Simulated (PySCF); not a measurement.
Si(H)(OH)2(SMe) (CH6O2SSi), SMILES CS[SiH](O)O. Geometry optimised at PBE-D3(BJ)/def2-SVP. The structure was generated by enumeration, and PubChem lists no compound with its InChIKey, so it may never have been made. One conformer was computed; it need not be the lowest.

Give the equilibrium geometry at PBE-D3(BJ)/def2-SVP (PySCF confirms it by a frequency run) as Cartesian coordinates in Å. (The exact figures need the calculation; the answer reports its results.)

One answer among several that fit: 
```xyz
11

Si     0.6018     0.0283     0.6052
O      1.8802     1.0432     0.2346
O      0.9316    -1.6038     0.3799
S     -0.9171     0.6989    -0.7478
C     -2.1562    -0.6306    -0.4448
H      0.2378     0.0894     2.0569
H      2.5543     1.1116     0.9331
H      1.1444    -1.8275    -0.5452
H     -2.8533    -0.6222    -1.3033
H     -2.7271    -0.4404     0.4847
H     -1.6646    -1.6198    -0.3825
```
